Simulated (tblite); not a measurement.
Ethyl trimethylhydrazine, C₅H₁₄N₂.
Atom-mapped SMILES: `[CH3:1][CH2:2][N:3]([CH3:4])[N:5]([CH3:6])[CH3:7]` (hydrogens: H8, H9, H10 on C1; H11, H12 on C2; H13, H14, H15 on C4; H16, H17, H18 on C6; H19, H20, H21 on C7)

Computed with GFN2-xTB (tblite), gas phase: L-BFGS steps from a force-field or distance-geometry start until the largest atomic force falls under 0.01 eV/Å.

Step 0: E = -643.7562 eV
```
atom  x, y, z in Å  |  force x, y, z in eV/Å
C1      2.2050   -1.1608    0.0413   -0.226  -0.003   0.104
C2      1.4072   -0.1322   -0.7864    0.197  -0.359   0.747
N3      0.3929    0.5447    0.0265   -0.931  -0.171  -0.211
C4     -0.1334    1.7389   -0.6778    0.213  -0.389   0.628
N5     -0.6447   -0.4021    0.4644    0.561   0.587  -0.493
C6     -1.1416   -0.0193    1.7775    0.248  -0.102   0.249
C7     -1.7372   -0.6126   -0.4927   -0.021  -0.039   0.492
H8      1.5711   -1.9857    0.3727   -0.020   0.212  -0.082
H9      3.0139   -1.5786   -0.5605   -0.108   0.119   0.016
H10     2.6378   -0.6949    0.9329   -0.160  -0.006  -0.289
H11     0.9786   -0.6221   -1.6637   -0.138  -0.146  -0.160
H12     2.1315    0.6007   -1.1397   -0.161   0.301   0.020
H13     0.6684    2.4613   -0.8032    0.204  -0.121   0.001
H14    -0.8963    2.2384   -0.0784   -0.004  -0.236   0.092
H15    -0.5520    1.5063   -1.6536   -0.062  -0.060  -0.286
H16    -1.8086   -0.7903    2.1869    0.115   0.096  -0.406
H17    -1.6821    0.9342    1.7700   -0.075   0.054  -0.001
H18    -0.3091    0.0651    2.4921   -0.085   0.038  -0.463
H19    -1.3626   -0.9003   -1.4707    0.225   0.085  -0.007
H20    -2.3622   -1.4434   -0.1400    0.230   0.181   0.080
H21    -2.3855    0.2698   -0.5979    0.000  -0.040  -0.030
```

Step 1: E = -643.8029 eV
```
atom  x, y, z in Å  |  force x, y, z in eV/Å
C1      2.2018   -1.1608    0.0428   -0.059  -0.048   0.071
C2      1.4100   -0.1373   -0.7757   -0.046  -0.089   0.213
N3      0.3796    0.5422    0.0234   -0.359  -0.208  -0.159
C4     -0.1304    1.7333   -0.6688    0.047  -0.183   0.091
N5     -0.6367   -0.3937    0.4573    0.126   0.337  -0.095
C6     -1.1381   -0.0208    1.7811    0.112   0.056  -0.142
C7     -1.7375   -0.6132   -0.4857    0.137   0.052   0.089
H8      1.5708   -1.9827    0.3715   -0.099   0.088  -0.024
H9      3.0123   -1.5769   -0.5603   -0.136   0.119   0.029
H10     2.6355   -0.6950    0.9288   -0.102   0.029  -0.153
H11     0.9766   -0.6242   -1.6660   -0.009  -0.046   0.074
H12     2.1292    0.6050   -1.1394   -0.256   0.159   0.120
H13     0.6713    2.4595   -0.8032    0.140  -0.202   0.056
H14    -0.8963    2.2351   -0.0771   -0.013  -0.214   0.123
H15    -0.5529    1.5055   -1.6577    0.045   0.012  -0.017
H16    -1.8070   -0.7889    2.1811    0.079   0.007  -0.356
H17    -1.6832    0.9350    1.7700   -0.008  -0.046   0.014
H18    -0.3103    0.0656    2.4855    0.110   0.050  -0.255
H19    -1.3594   -0.8991   -1.4708    0.132   0.118   0.158
H20    -2.3589   -1.4409   -0.1389    0.158   0.057   0.165
H21    -2.3855    0.2692   -0.5983    0.000  -0.048  -0.002
```

Step 2: E = -643.8257 eV
```
atom  x, y, z in Å  |  force x, y, z in eV/Å
C1      2.1995   -1.1620    0.0448   -0.042  -0.012   0.007
C2      1.4097   -0.1407   -0.7680   -0.154   0.047  -0.103
N3      0.3678    0.5368    0.0190    0.131  -0.083  -0.102
C4     -0.1285    1.7276   -0.6643   -0.056   0.016  -0.144
N5     -0.6317   -0.3838    0.4533   -0.193   0.017   0.078
C6     -1.1345   -0.0199    1.7788    0.028   0.110  -0.218
C7     -1.7345   -0.6122   -0.4818    0.092   0.068  -0.037
H8      1.5685   -1.9799    0.3707   -0.149  -0.016   0.025
H9      3.0088   -1.5737   -0.5596   -0.097   0.078  -0.001
H10     2.6326   -0.6944    0.9241   -0.036   0.069   0.000
H11     0.9759   -0.6259   -1.6649    0.052  -0.020   0.155
H12     2.1227    0.6098   -1.1366   -0.284   0.076   0.175
H13     0.6753    2.4545   -0.8019    0.088  -0.244   0.095
H14    -0.8967    2.2293   -0.0739    0.012  -0.201   0.107
H15    -0.5521    1.5055   -1.6592    0.071   0.040   0.066
H16    -1.8047   -0.7884    2.1715    0.076  -0.034  -0.318
H17    -1.6836    0.9342    1.7703    0.003  -0.038   0.018
H18    -0.3081    0.0669    2.4779    0.192   0.054  -0.141
H19    -1.3555   -0.8960   -1.4672    0.117   0.099   0.147
H20    -2.3544   -1.4389   -0.1348    0.148   0.018   0.181
H21    -2.3855    0.2680   -0.5985    0.000  -0.044   0.010
```

Task: Estimate the geometry and energy of step 3. (The exact step hangs on the optimiser's Hessian estimate; all steps are aligned on step 2, rigid shifts and turns removed.)

Result: E = -643.8437 eV, largest force 0.351 eV/Å
```
atom  x, y, z in Å  |  force x, y, z in eV/Å
C1      2.1966   -1.1628    0.0463   -0.056   0.029  -0.021
C2      1.4070   -0.1428   -0.7635   -0.160   0.089  -0.244
N3      0.3613    0.5318    0.0138    0.345   0.053  -0.006
C4     -0.1279    1.7237   -0.6627   -0.078   0.090  -0.221
N5     -0.6312   -0.3763    0.4510   -0.266  -0.189   0.130
C6     -1.1312   -0.0175    1.7740   -0.014   0.113  -0.159
C7     -1.7312   -0.6104   -0.4786    0.006   0.051  -0.105
H8      1.5640   -1.9780    0.3705   -0.157  -0.064   0.051
H9      3.0046   -1.5700   -0.5592   -0.057   0.033  -0.030
H10     2.6297   -0.6925    0.9208   -0.002   0.083   0.096
H11     0.9761   -0.6277   -1.6617    0.057  -0.037   0.121
H12     2.1128    0.6150   -1.1313   -0.243   0.043   0.172
H13     0.6800    2.4462   -0.7992    0.064  -0.216   0.108
H14    -0.8966    2.2211   -0.0697    0.021  -0.167   0.091
H15    -0.5504    1.5062   -1.6597    0.058   0.050   0.063
H16    -1.8015   -0.7885    2.1582    0.072  -0.059  -0.256
H17    -1.6841    0.9332    1.7708   -0.008   0.012   0.016
H18    -0.3032    0.0688    2.4692    0.200   0.050  -0.085
H19    -1.3501   -0.8921   -1.4623    0.112   0.067   0.099
H20    -2.3480   -1.4367   -0.1286    0.126  -0.015   0.169
H21    -2.3855    0.2663   -0.5984   -0.019  -0.016   0.012
```

The energy changes by -0.0179 eV. The first-order estimate −F·Δx gives -0.0232 eV and the mean of the old and new forces, exact on a quadratic surface, -0.0179 eV. The step makes an angle of 41° with the force vector and moves no atom by more than 0.014 Å.
